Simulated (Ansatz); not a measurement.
Calculated with Ansatz (gas phase, PBE0-D4/def2-TZVP geometries, no zero-point term in ΔE). CCSD(T)/CBS is the MP2 limit (def2-TZVPP, def2-QZVPP) plus CCSD(T) − MP2 in def2-TZVPP, frozen cores. This one scheme is used for every species. One conformer a species, not always the lowest.

`[SiH3][O][Al]([Cl])[O][SiH3]` + H₂O → `[OH][Al]([O][SiH3])[O][SiH3]` + HCl  (formal hydrolysis of the Al–Cl bond)

`[SiH3][O][Al]([Cl])[O][SiH3]`:

Cartesian coordinates in Å:
```
Si 2.848 -0.928 -0.281
O 1.244 -0.753 -0.071
Al -0.395 -0.852 0.191
Cl -1.258 -2.694 0.613
O -1.352 0.507 0.121
Si -2.512 1.648 0.118
H 3.496 0.409 -0.314
H 3.426 -1.718 0.837
H 3.115 -1.629 -1.563
H -3.314 1.547 -1.129
H -3.409 1.468 1.290
H -1.888 2.994 0.187
```

H₂O:

```xyz
3

O     0.006   -0.111    0.373
H     0.735   -0.121   -0.250
H    -0.741    0.232   -0.123
```

`[OH][Al]([O][SiH3])[O][SiH3]`:

Z-matrix (Å, degrees):
```
Si
O 1 1.623
H 1 1.487 2 110.4
H 1 1.487 2 109.7 3 -119.9
H 1 1.487 2 110.2 3 120.3
Al 2 1.669 1 168.1 3 -53.7
O 6 1.684 2 118.6 1 0.3
O 6 1.675 2 120.3 1 -179.7
H 7 0.956 6 122.4 2 179.9
Si 8 1.625 6 161.4 2 -0.1
H 10 1.487 8 109.7 6 -121.6
H 10 1.488 8 110.9 6 -1.4
H 10 1.487 8 109.7 6 118.8
```

HCl:

```xyz
2

Cl    0.414    0.481   -0.078
H    -0.414   -0.481    0.078
```

| species | CCSD(T)/CBS(def2) energy (Eh) |
| --- | --- |
| `[SiH3][O][Al]([Cl])[O][SiH3]` | -1434.18333 |
| H₂O | -76.37941 |
| `[OH][Al]([O][SiH3])[O][SiH3]` | -1050.17055 |
| HCl | -460.38127 |

Q: Work out ΔE.

A: ΔE = (-1050.17055) + (-460.38127) − (-1434.18333) − (-76.37941) = 0.01092 Eh = +6.9 kcal/mol.

Largest T1 diagnostic among the species: 0.012.

From BLYP to BHLYP (50 % exact exchange), in def2-TZVPP and without D4, ΔE moves by +1.4 kcal/mol. Leaving LDA and LC-ωPBE aside and taking each functional with its dispersion term where it has one, the values, not all of them listed here, spread over 2.3 kcal/mol, from BLYP-D4 to HSE06-D4. LDA lies −1.1 kcal/mol from PBE without D4.
